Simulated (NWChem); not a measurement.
System: CdSiH$_{4}$O; SMILES [O]([SiH3])[CdH]

```xyz
7

Cd    -0.0169    -0.9947     0.0000
H     -0.3484    -2.5972    -0.0007
O      0.4614     0.9091     0.0001
Si    -0.1152     2.4418     0.0000
H     -0.9836     2.7234    -1.1942
H      1.0158     3.4227    -0.0215
H     -0.9489     2.7361     1.2154
```
Atoms are numbered in this order, from 1.

All runs: NWChem. Geometry: optimised at PBE0/def2-SVP. No frequency run checked for a minimum. def2 effective core potentials on Cd; no spin-orbit coupling. Ions are spin-unrestricted doublets at the neutral geometry; other ion states weren't tried.

For level PBE/def2-SVP:

```
Property       Result
-------------  ------
−ε(HOMO) (eV)    6.36
```

Q: Estimate the same quantities for level PBE0/def2-SVP.

A: 
| Quantity | Value |
|---|---|
| −ε(HOMO) (eV) | 7.79 |
